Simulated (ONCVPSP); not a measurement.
**W (Z = 74) ONCV: all-electron and pseudo phase curves**

```json
{
  "Element": "W",
  "Generator": "ONCVPSP 4.0.1",
  "Type": "optimised norm-conserving Vanderbilt (ONCV)",
  "Functional": "PBE",
  "Relativity": "fully relativistic",
  "Frozen core": "[Xe] 4f14",
  "Valence charge": "6",
  "Reference configuration": "5d4 6s1 6p1",
  "Partial waves": "6s: rc 2.25 bohr, ncon 4, nbas 8, qcut 2.6 1/bohr, 3 projectors, debl 3.5 Ha; 6p: rc 2.80 bohr, ncon 4, nbas 8, qcut 3 1/bohr, 1 projector; 5d: rc 1.95 bohr, ncon 4, nbas 9, qcut 5.1 1/bohr, 2 projectors, debl 3.5 Ha",
  "Local potential": "polynomial inside 1.35 bohr (lpopt 5, dvloc0 0 Ha)",
  "Core correction": "none"
}
```

Open shells are filled in proportion to 2j + 1.

The phase is arctan(r·R′/R) of the radial function R(r), unwrapped; energies in Ha, scanned from -2 to 5 Ha. A pole is an energy at which the radial function vanishes at the test radius. The pseudo phase is shifted by a multiple of π to meet the all-electron one at the reference energy, and phase errors are pseudo minus all-electron; the curves can meet again beyond the range given. Levels narrower than the energy grid can be missing from the lists of poles.

Q: For each channel, where are the poles, and over which energies does the pseudopotential scatter like the atom?

A:

```json
{"channel": "s", "radius (bohr)": "2.28", "reference energy (Ha)": "-0.25", "poles, all-electron": "2.04", "poles, pseudo": "2.00", "unbroken range about the reference energy with phases within 0.05 rad": "below 2.9", "phase error 1 Ha above the reference energy (rad)": "-0.005"}
{"channel": "p3/2", "radius (bohr)": "2.85", "reference energy (Ha)": "-0.07", "poles, all-electron": "-1.52, 1.45", "poles, pseudo": "0.98, 3.32", "unbroken range about the reference energy with phases within 0.05 rad": "-1.2 to 0.5", "phase error 1 Ha above the reference energy (rad)": "-0.092"}
{"channel": "p1/2", "radius (bohr)": "2.85", "reference energy (Ha)": "-0.09", "poles, all-electron": "-1.89, 1.20", "poles, pseudo": "0.99, 3.38", "unbroken range about the reference energy with phases within 0.05 rad": "-1.8 to 1.0", "phase error 1 Ha above the reference energy (rad)": "-0.039"}
{"channel": "d5/2", "radius (bohr)": "1.98", "reference energy (Ha)": "-0.21", "poles, all-electron": "0.86", "poles, pseudo": "0.86", "unbroken range about the reference energy with phases within 0.05 rad": "the whole range", "phase error 1 Ha above the reference energy (rad)": "+0.000"}
{"channel": "d3/2", "radius (bohr)": "1.98", "reference energy (Ha)": "-0.23", "poles, all-electron": "0.77", "poles, pseudo": "0.77", "unbroken range about the reference energy with phases within 0.05 rad": "the whole range", "phase error 1 Ha above the reference energy (rad)": "+0.000"}
```

Note: ghosts flagged at negative energy: p3/2 at -67.7 eV, p1/2 at -61.9 eV, d3/2 at -308.6 eV; GHOST(+) flagged for s at 79.7 eV, s at 256.7 eV, s at 553.2 eV. A true bound ghost makes a file unfit for plane-wave use.

Phases in the p3/2 channel:

```
E (Ha)  all-electron  pseudo
 -1.98         1.306  -1.795
 -1.80         1.257  -1.812
 -1.62         0.921  -1.831
 -1.44        -1.730  -1.854
 -1.26        -1.824  -1.882
 -1.08        -1.879  -1.919
 -0.90        -1.937  -1.969
 -0.72        -2.013  -2.040
 -0.54        -2.129  -2.151
 -0.36        -2.329  -2.345
 -0.18        -2.718  -2.722
  0.00        -3.375  -3.378
  0.18        -3.952  -3.976
  0.36        -4.258  -4.298
  0.54        -4.421  -4.474
  0.72        -4.520  -4.587
  0.90        -4.587  -4.675
  1.08        -4.636  -4.759
  1.26        -4.676  -4.864
  1.44        -4.710  -5.056
  1.62        -4.742  -5.684
  1.80        -4.773  -7.056
  1.98        -4.806  -7.480
  2.16        -4.844  -7.622
  2.34        -4.892  -7.696
  2.52        -4.959  -7.742
  2.70        -5.066  -7.776
  2.88        -5.277  -7.803
  3.06        -5.801  -7.825
  3.24        -6.753  -7.846
  3.42        -7.283  -7.865
  3.60        -7.494  -7.884
  3.78        -7.600  -7.903
  3.96        -7.664  -7.925
  4.14        -7.707  -7.949
  4.32        -7.738  -7.980
  4.50        -7.763  -8.020
  4.68        -7.782  -8.080
  4.86        -7.799  -8.181
```
